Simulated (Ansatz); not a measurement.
Basis-set extrapolation for C2H9AlOSi, SMILES `C[CH2][AlH][O][SiH3]` (PBE0-D4/def2-TZVP geometry, frozen core, Ansatz 0.2.0). Multiplicity 1, RHF reference.

```json
{"": "HF", "def2-TZVPP": "-686.878110", "def2-QZVPP": "-686.902783"}
{"": "MP2 correlation", "def2-TZVPP": "-0.794537", "def2-QZVPP": "-0.851097"}
{"": "CCSD(T) correlation", "def2-TZVPP": "-0.880773", "def2-QZVPP": "not run"}
```

Energies in hartree. Use E(X) = E(∞) + A·exp(−7.88·√X) for Hartree–Fock and E(X) = E(∞) + B·X^(−2.97) for correlation, with X = 3 and 4, and add CCSD(T) minus MP2 of the smaller set to the MP2 limit.

Task: What is the CCSD(T) energy at the basis-set limit?

Result: HF limit: -686.902783 + (-0.024673) × 0.13774 = -686.90618. MP2 limit: -0.851097 + (-0.056560) × 0.74074 = -0.89299. Higher-order term: -0.880773 − (-0.794537) = -0.08624. Total: -687.88541 hartree, 332.2 kJ/mol below CCSD(T)/def2-TZVPP.
